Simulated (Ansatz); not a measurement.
`CO[Si]O` + H₂ → `CO[SiH]` + H₂O at 400 K and 1 bar (hydrogenolysis of the Si–O bond).

Computed with Ansatz on PBE0-D4/def2-TZVP structures; ΔE is electronic, products minus reactants. CCSD(T)/CBS is the MP2 limit (def2-TZVPP, def2-QZVPP) plus CCSD(T) − MP2 in def2-TZVPP, frozen cores. This one scheme is used for every species. Each species was taken in one conformer, which may not be the lowest.

| species | CCSD(T)/CBS energy (Eh) | H − E (kJ/mol) | S (J/(mol·K)) |
| --- | --- | --- | --- |
| `CO[Si]O` | -479.93637 | 174.7 | 335.6 |
| H₂ | -1.17544 | 38.0 | 139.0 |
| `CO[SiH]` | -404.67988 | 150.5 | 299.8 |
| H₂O | -76.37941 | 69.8 | 198.6 |

H − E and S are ideal-gas, rigid-rotor, harmonic terms from PBE0-D4/def2-TZVP, for one conformer and one mirror image of each species. The MP2-based limit puts H₂ 0.8 mEh under its directly extrapolated value; such offsets cancel only in part. 1 Eh = 2625.50 kJ/mol, R = 8.31446 J/(mol·K).

Task: By hand: ΔE, ΔH, ΔS and ΔG.

Result: ΔE = (-404.67988) + (-76.37941) − (-479.93637) − (-1.17544) = 0.05252 Eh = 137.9 kJ/mol. Δ(H − E) = 150.5 + 69.8 − 174.7 − 38.0 = 7.6, so ΔH = 145.5 kJ/mol. ΔS = 299.8 + 198.6 − 335.6 − 139.0 = 23.8 J/(mol·K). ΔG = 145.5 − 400 × (23.8)/1000 = 136.0 kJ/mol.

Task: By hand: the equilibrium constant, and the temperature at which ΔG would vanish if ΔH and ΔS stayed fixed.

Result: log₁₀ K = −ΔG/(RT ln 10) = -17.8. ΔG = 0 at ΔH/ΔS = 6113 K, far beyond where these terms or the molecules hold.

ΔH outweighs TΔS. A doubt of 5 kJ/mol in ΔE shifts log₁₀ K by 0.7 here. Other conformers and mirror images would add mixing entropy, several J/(mol·K) or more a flexible species. These are equilibria of isolated gas molecules and say nothing of rates. Largest T1 diagnostic: 0.015 (customary marks: 0.02 for closed shells, 0.045 for open ones).
